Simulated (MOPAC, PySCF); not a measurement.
H6GeS2Si, SMILES `[SiH2]([GeH2][SH])S`, neutral singlet in the gas phase. 

Cartesian coordinates (Å):
```xyz
10

S     -1.9788     1.1432     0.8239
Si    -1.2004    -0.6986     0.0053
Ge     1.1646    -0.6050    -0.2477
S      1.8628    -2.4824    -1.2627
H     -1.5284     1.9149    -0.1918
H     -1.5665    -1.7454     1.0005
H     -1.8218    -1.0360    -1.3137
H      1.6071     0.6382    -1.0462
H      1.8930    -0.6147     1.1028
H      1.0954    -2.2957    -2.3602
```
Charge 0, spin multiplicity 1.

All levels are single points at this geometry (r2SCAN-D4/def2-SVP); Pople sets use spherical d functions. Orbital energies aren't observables, and empty levels follow the basis.

B3LYP/3-21G in PySCF gives gap (eV) = 5.85.

**Question.** Estimate the gap (eV) from each of these levels: r2SCAN-D4/def2-TZVP in PySCF; B3LYP/6-311+G** (LANL2DZ on Ge) in PySCF; B3LYP/6-31G* in PySCF; B3LYP/LANL2DZ in PySCF; BP86/6-31G* in PySCF; M06-2X/6-31G* in PySCF; SVWN5/6-31G* in PySCF; HF/3-21G in PySCF; HF/STO-3G in PySCF; AM1 in MOPAC; PM3 in MOPAC; PM6 in MOPAC.

**Answer.** 
```csv
level,gap (eV)
r2SCAN-D4/def2-TZVP in PySCF,4.83
B3LYP/6-311+G** (LANL2DZ on Ge) in PySCF,5.73
B3LYP/6-31G* in PySCF,5.86
B3LYP/LANL2DZ in PySCF,5.86
BP86/6-31G* in PySCF,4.31
M06-2X/6-31G* in PySCF,8.09
SVWN5/6-31G* in PySCF,4.14
HF/3-21G in PySCF,11.98
HF/STO-3G in PySCF,15.51
AM1 in MOPAC,7.12
PM3 in MOPAC,6.36
PM6 in MOPAC,7.68
```
